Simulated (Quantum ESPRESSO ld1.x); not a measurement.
Results of a calculation; reference values are marked as such.
The antimony ion Sb29+, configuration [Ar] 3d4.

Level of theory: Dirac Kohn-Sham, LDA (Slater exchange, Perdew-Zunger correlation), spin-unpolarised, spherical densities, point nucleus; open shells are shared between the two j in proportion to 2j + 1 (ld1.x of Quantum ESPRESSO 7.5).

Energy parts (eV):
| part | energy |
|---|---|
| total | -161251 |
| kinetic | 170894 |
| electron-nucleus | -362102 |
| Hartree | 33247 |
| exchange-correlation | -3290 |

Orbitals (lengths in bohr, moments of r in powers of bohr; <r^-3> diverges for s and p1/2):
| orbital | occ. | eigenvalue (eV) | <r^4> | <r^2> | <r^-3> | <r> |
|---|---|---|---|---|---|---|
| 1s1/2 | 2 | -31546.3 | 3.134e-06 | 0.001096 | - | 0.02844 |
| 2s1/2 | 2 | -5872.74 | 0.0005232 | 0.01747 | - | 0.1216 |
| 2p1/2 | 2 | -5587.35 | 0.0003346 | 0.01294 | - | 0.1027 |
| 2p3/2 | 4 | -5333.41 | 0.0003942 | 0.01420 | 4639 | 0.1081 |
| 3s1/2 | 2 | -2002.97 | 0.01795 | 0.1100 | - | 0.3107 |
| 3p1/2 | 2 | -1892.44 | 0.01630 | 0.1027 | - | 0.2980 |
| 3p3/2 | 4 | -1837.10 | 0.01823 | 0.1089 | 1034 | 0.3072 |
| 3d3/2 | 1.6 | -1656.74 | 0.01265 | 0.08593 | 170.6 | 0.2716 |
| 3d5/2 | 2.4 | -1644.33 | 0.01308 | 0.08758 | 159.1 | 0.2744 |

The highest occupied level is 3d5/2 at -1644.3 eV. The density falls to 0.001 e/bohr^3 at r = 0.93 bohr. For comparison, the ionisation energy in NIST's Atomic Spectra Database is 1698 eV (theoretical). In exact Kohn-Sham theory the highest level is minus the ionisation energy, but local and semilocal functionals leave it too shallow, through self-interaction and a potential that decays too fast; potentials with the right tail come closer. Summed over all electrons, <r^2> = 1.329 bohr^2, which gives a Langevin (diamagnetic) susceptibility term of -1.05 x 10^-6 cm^3/mol.

Beside tabulated values, note that spin-unpolarised runs miss the spin-polarisation part of the exchange energy of open shells.
